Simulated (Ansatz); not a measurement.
Computed with Ansatz.

A structure relaxed at PBE0-D4/def2-TZVP, charge 0, multiplicity 1:

Cartesian coordinates in Å:
```
O 0.861 -0.850 1.374
C -0.368 -0.380 1.159
F -1.159 -0.589 2.219
C -0.788 0.218 0.057
Ge 0.365 0.510 -1.461
H 0.904 -1.239 2.254
H -1.820 0.541 0.043
H 1.569 1.389 -1.080
H 0.892 -0.823 -2.019
H -0.456 1.222 -2.547
```

Problem. Give its formula and SMILES.

Solution. C2H5FGeO, `O/C(F)=[CH]\[GeH3]`.

Problem. Point group (tolerance 0.08 Å, 0.16 Å for H)?

Solution. Cs.

Problem. Summarise the bond lengths by kind.

Solution. 1 × C–O 1.334 Å; 1 × H–O 0.963 Å; 1 × C–F 1.339 Å; 1 × C–C 1.322 Å; 1 × C–Ge 1.928 Å; 1 × C–H 1.081 Å; 3 × Ge–H 1.537 to 1.538 Å.
